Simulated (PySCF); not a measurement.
Compound: SeBr₂.
Geometry (PBE0-D3(BJ)/def2-SVP, Å), atoms numbered from 1 in this order:
```xyz
3
SeBr2 angstrom
Se     0.0058   -0.0066   -0.9750
Br     1.7931   -0.0181    0.4979
Br    -1.7989    0.0247    0.4772
```

Theory: PySCF 2.14.0, PBE0-D3(BJ)/def2-SVP geometry optimisation, gas phase.

Take the most abundant isotopes and a rigid rotor. 

(1) Give the principal moments of inertia and the rotational constants in GHz.

(2) Classify the top.

(3) Which lines would a microwave search look for?

(4) Estimate the classical rotational partition function at 100 K, 200 K and 500 K.

Answers

(1) Ia = 113.50, Ib = 509.19, Ic = 622.69 u·Å²; 505379 MHz·u·Å²/I gives 4453, 992.5 and 811.6 MHz, that is A = 4.4528, B = 0.9925, C = 0.8116 GHz.

(2) A near-prolate asymmetric top; Ray's κ = -0.901.

(3) The dipole components are |μa| = 0.00 D, |μb| = 0.67 D, |μc| = 0.00 D; the symmetry axis of this C2v structure is b, so μa and μc vanish by symmetry and there are no a-type or c-type lines. Some lines, for components of 0.1 D or more:

```json
{"type": "b", "branch": "R", "J(Ka,Kc)": "3(0,3) ← 2(1,2)", "MHz": "2099", "lower level (cm⁻¹)": "0.290"}
{"type": "b", "branch": "Q", "J(Ka,Kc)": "1(1,0) ← 1(0,1)", "MHz": "3641", "lower level (cm⁻¹)": "0.060"}
{"type": "b", "branch": "Q", "J(Ka,Kc)": "2(1,1) ← 2(0,2)", "MHz": "3829", "lower level (cm⁻¹)": "0.180"}
{"type": "b", "branch": "R", "J(Ka,Kc)": "1(1,1) ← 0(0,0)", "MHz": "5264", "lower level (cm⁻¹)": "0.000"}
{"type": "b", "branch": "R", "J(Ka,Kc)": "3(1,3) ← 2(0,2)", "MHz": "8423", "lower level (cm⁻¹)": "0.180"}
{"type": "b", "branch": "Q", "J(Ka,Kc)": "2(2,0) ← 2(1,1)", "MHz": "10388", "lower level (cm⁻¹)": "0.308"}
{"type": "b", "branch": "Q", "J(Ka,Kc)": "3(2,2) ← 3(1,3)", "MHz": "11199", "lower level (cm⁻¹)": "0.461"}
{"type": "b", "branch": "R", "J(Ka,Kc)": "2(2,1) ← 1(1,0)", "MHz": "14170", "lower level (cm⁻¹)": "0.182"}
{"type": "b", "branch": "R", "J(Ka,Kc)": "2(2,0) ← 1(1,1)", "MHz": "14358", "lower level (cm⁻¹)": "0.176"}
{"type": "b", "branch": "R", "J(Ka,Kc)": "3(2,2) ← 2(1,1)", "MHz": "15793", "lower level (cm⁻¹)": "0.308"}
{"type": "b", "branch": "R", "J(Ka,Kc)": "3(2,1) ← 2(1,2)", "MHz": "16370", "lower level (cm⁻¹)": "0.290"}
{"type": "b", "branch": "Q", "J(Ka,Kc)": "3(3,0) ← 3(2,1)", "MHz": "17724", "lower level (cm⁻¹)": "0.836"}
{"type": "b", "branch": "R", "J(Ka,Kc)": "3(3,1) ← 2(2,0)", "MHz": "23163", "lower level (cm⁻¹)": "0.655"}
{"type": "b", "branch": "R", "J(Ka,Kc)": "3(3,0) ← 2(2,1)", "MHz": "23170", "lower level (cm⁻¹)": "0.654"}
```

(4) Point group C2v, symmetry number σ = 2; q = (√π/σ)·√((kT/h)³/(ABC)), k/h = 20836.6 MHz/K: 44500 at 100 K, 126000 at 200 K, 498000 at 500 K.

Stationary, but not proved a minimum. No vibrational averaging or centrifugal distortion is included, and the geometry carries the error of its method. Quadrupole hyperfine structure (79Br) is left out.
